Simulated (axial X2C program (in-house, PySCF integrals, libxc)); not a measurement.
BrCl: from the spin-free to the two-component result

Calculated with an in-house all-electron X2C program for linear molecules (integrals from PySCF). Spin-free means the one-electron spin-free X2C Hamiltonian; two-component (2c) means X2C with spin–orbit coupling and atomic mean-field two-electron Coulomb and Gaunt terms, so the difference of the two also holds small scalar two-electron terms. Basis: Br dyall-cv3z [8s9p6d4f1g], Cl dyall-av3z [9s8p3d2f] (cores contracted in-house); Gaussian nuclei, density fitting, unrestricted open shells. Masses: Br 78.918 u, Cl 34.969 u.

Spin-free state: M_S = 0, Λ = 0 (closed shell); fragments Br + Cl.

| level | Re (Å) | ωe (cm⁻¹) | De (eV) | μ (D) |
| --- | --- | --- | --- | --- |
| PBE0 | 2.136 | 458.0 | 2.395 | -0.56 |
| HF | 2.127 | 485.3 | 0.716 | -0.60 |
| MP2 | 2.140 | 458.1 | 2.366 | n/a |
| CCSD | 2.154 | 444.7 | 2.070 | n/a |
| CCSD(T) | 2.162 | 432.7 | 2.207 | n/a |
| TPSS | 2.165 | 427.0 | 2.505 | -0.55 |

Correlated methods: 14 electrons correlated (number of frozen shells: Br 3 s, 2 p, 1 d; Cl 2 s, 1 p), 210 virtual spin orbitals or spinors in MP2, 90 natural virtuals in coupled cluster.

Dipoles are positive if Cl is the positive end.

Two-component determinant lowest at the distance of the search:

Ω = 0 (closed shell); fragments Br + Cl.

```json
{"level": "PBE0", "Re (Å)": "2.139", "ωe (cm⁻¹)": "455.1", "De (eV)": "2.299", "μ (D)": "-0.58"}
{"level": "HF", "Re (Å)": "2.129", "ωe (cm⁻¹)": "483.0", "De (eV)": "0.505", "μ (D)": "-0.62"}
{"level": "MP2", "Re (Å)": "2.142", "ωe (cm⁻¹)": "455.8", "De (eV)": "2.199", "μ (D)": "n/a"}
{"level": "CCSD", "Re (Å)": "2.156", "ωe (cm⁻¹)": "442.3", "De (eV)": "1.911", "μ (D)": "n/a"}
{"level": "CCSD(T)", "Re (Å)": "2.164", "ωe (cm⁻¹)": "430.2", "De (eV)": "2.042", "μ (D)": "n/a"}
{"level": "TPSS", "Re (Å)": "2.167", "ωe (cm⁻¹)": "423.9", "De (eV)": "n/a", "μ (D)": "-0.58"}
```

Task: From the two tables, how do the constants change at the CCSD(T) level (2c against spin-free)?

Result: At the CCSD(T) level Re goes up by 0.002 Å and ωe drops by 2.5 cm⁻¹; De changes by -0.165 eV.

One determinant describes the state; a PBE0 search over occupations chose it and may have missed a lower one. Closed shells are restricted here (equal orbitals for both partners); the stretched side of such a curve lies too high. Dissociation energies refer to the lowest single-determinant-based atoms at the same level and basis. De is not given where an atomic determinant may have missed its ground term or J level, or where the truncated virtual space spoils (T). Coupled cluster ran in a truncated set of natural virtual spinors; the MP2 energy of the rest was added. (T) has no such correction and the atoms are truncated less, which lowers De at CCSD(T) by a hundredth of an eV or more. In 2c an atomic determinant is not the ground J level, so De misses part of the atomic spin–orbit lowering. This holds for PBE0. The functionals have no current-density term, which raises determinants with orbital currents, atoms included.
